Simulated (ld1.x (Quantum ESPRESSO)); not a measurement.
Before and after: PAW potential for H

* Element: hydrogen (H)
* Generator: ld1.x (Quantum ESPRESSO) 7.5
* Type: PAW
* Functional: LDA (PZ)
* Relativity: scalar-relativistic
* Frozen core: none
* Valence charge: 1
* Reference configuration: 1s1
* Partial waves: 1s (bound): rcut 0.90, rcutus 1.20 bohr; 1s channel at 0.7 Ry: rcut 0.90, rcutus 1.20 bohr
* Local potential: all-electron potential smoothed inside 1.20 bohr (lloc = -1)
* Core correction: none
* Augmentation charge: BESSEL, radius 0.75 bohr

All-electron outer shells of the reference configuration (LDA (PZ), scalar-relativistic, ld1.x):

```json
{"shell": "1s", "level (eV)": "-6.36", "outermost node (bohr)": "–", "outermost maximum (bohr)": "1.05"}
```

Change: local potential all-electron potential smoothed inside 0.58 bohr (lloc = -1).

Cutoffs: the cutoffs (Ry, on a coarse ladder) from which the occupation-weighted sum of valence levels, in a spherical-Bessel basis at the reference potential, stays within 10 and 1 mRy of its value at 400 Ry; they do not see the model core or the augmentation charge, which bear on the density cutoff. Errors are all-electron minus pseudo energies relative to the spin-unpolarised reference configuration.

What does the change do?

The potential gets harder (15 Ry and 25 Ry → 18 Ry and 30 Ry); the errors of the 3 common tests hardly move; neither file shows a bound ghost.

| quantity | base | changed |
| --- | --- | --- |
| cutoff, loose | 15 Ry | 18 Ry |
| cutoff, tight | 25 Ry | 30 Ry |
| bound ghosts | none | none |
| error for 1s0.5, meV [ΔE 4.64 eV] | 0.0 | 0.0 |
| error for 1s1 (spin-polarised), meV [ΔE -0.90 eV] | 0.0 | 0.0 |
| error for 1s0.5 (spin-polarised), meV [ΔE 4.26 eV] | 0.0 | -0.1 |
| s: phases at 1.29 bohr within 0.05 rad from the reference energy up to (Ry; the scan ends near 5) | to the end of the scan | to the end of the scan |
| lowest overlap eigenvalue by channel | s 0.99 | s 0.98 |
